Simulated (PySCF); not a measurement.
C₃H₇BN₂.

```xyz
13

C      1.2817    -1.7194     0.0000
C      0.3248    -0.7784     0.0000
C     -1.2081    -0.9075     0.0000
N     -1.3301     0.5593     0.0000
B      0.0859     0.7925     0.0000
N      0.8792     1.9599     0.0000
H      2.3514    -1.4500     0.0000
H      1.0481    -2.7993     0.0000
H     -1.6281    -1.4106    -0.9040
H     -1.6281    -1.4106     0.9040
H     -2.2056     1.0793     0.0000
H      1.8958     1.9197     0.0000
H      0.5024     2.9060     0.0000
```

Coordinates come from a PBE-D3(BJ)/def2-SVP optimisation. This is a generated structure with no PubChem entry under its InChIKey; it may be hypothetical. One conformer was computed; it need not be the lowest.

Calculation: PySCF with KT2/pcSseg-1. Non-relativistic, no solvent.

Computed absolute GIAO shielding of each atom: isotropic value and principal components (ppm):
```tsv
atom	σ(iso)	σ11	σ22	σ33	span
C1	72.3	-20.2	78.6	158.4	178.6
C2	31.6	-61.0	16.4	139.2	200.1
C3	123.5	110.4	114.2	146.0	35.6
N4	172.7	115.3	184.3	218.4	103.1
B5	78.7	44.7	93.0	98.4	53.7
N6	207.6	163.8	211.9	247.0	83.2
H7	25.7	23.7	24.5	28.9	5.2
H8	25.8	23.4	24.9	29.1	5.8
H9	26.9	23.8	25.7	31.1	7.4
H10	26.9	23.8	25.7	31.1	7.4
H11	28.3	22.8	25.9	36.2	13.3
H12	28.8	23.2	26.1	37.0	13.8
H13	28.9	23.3	25.7	37.8	14.5
```
